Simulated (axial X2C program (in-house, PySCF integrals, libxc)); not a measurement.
Which molecule has these constants?

All values come from calculations with an in-house all-electron X2C program for linear molecules (integrals from PySCF), spin-free (one-electron X2C) or two-component (2c: spin–orbit coupling with atomic mean-field Coulomb and Gaunt terms, which also bring small scalar terms), in Dyall basis sets with cores contracted in-house; open shells are unrestricted.

A two-component PBE0 calculation in a Dyall 3-zeta basis gave Re = 1.658 Å, ωe = 832.0 cm⁻¹, De = 3.40 eV, Ω = 1.

**Question.** Which molecule is it?
A. SeN⁺
B. LiSe⁺
C. BSe⁺
D. SeF⁺
E. CSe⁺

**Answer.** D. The others have CSe⁺ 1.621 Å and 1142.6 cm⁻¹ (Ω = 1/2); SeN⁺ 1.565 Å and 1226.2 cm⁻¹ (Ω = 0); LiSe⁺ 2.573 Å and 320.9 cm⁻¹ (Ω = 1); BSe⁺ 1.839 Å and 803.3 cm⁻¹ (Ω = 2).

Each entry is the lowest single determinant of a limited PBE0 search at one distance. De goes to single-determinant-based atoms at the same level (for ions the charge split of lowest energy) and is withheld (n/a) where an atom does not fit its ground term or J level. Main or longest-lived isotopes. One determinant is a doubtful description, or other states lie close, for SeF⁺, CSe⁺, LiSe⁺, BSe⁺; these need not be ground states, and all values refer to the states named. Some open-shell Ω = 0 determinants are out of reach, so the Ω given for SeF⁺, LiSe⁺, BSe⁺ need not be the lowest component. With several unpaired electrons the Ω given is that of one determinant, not necessarily of the lowest component. Some light 2c atoms are not at their ground J level, so De misses part of their lowering (0.04 eV or less). The functionals have no current term, which raises determinants with orbital currents.
